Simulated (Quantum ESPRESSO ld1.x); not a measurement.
Results of a calculation; reference values are marked as such.
Question: These are the eigenvalues of the occupied orbitals of an atom or ion with whole-number occupations (eV). Level of theory: scalar-relativistic Kohn-Sham, LDA (Slater exchange, VWN5 correlation), spin-polarised, spherical densities, point nucleus (ld1.x of Quantum ESPRESSO 7.5).

1s up: -24259.5
1s down: -24259.5
2s up: -3650.15
2s down: -3649.39
2p up: -3287.53
2p down: -3286.93
3s up: -757.972
3s down: -757.432
3p up: -638.845
3p down: -638.258
3d up: -449.407
3d down: -448.632
4s up: -202.128
4s down: -199.100
4p up: -166.089
4p down: -163.002
4d up: -111.993

Which element is it, and in what charge state? The configuration may be excited. Open shells, if any, are filled with parallel spins first.

Answer: Z = 46, palladium, charge +7: Pd7+ in [Kr] 4d3. The list shows which subshells hold electrons but not how many an open one holds; the 1s level, -891.52 hartree, gives Z - s = 42.2 by -(Z - s)^2/2, which with screening and relativity narrows Z to a few neighbours, and the depths of the outer levels then fix element, charge and occupations together.
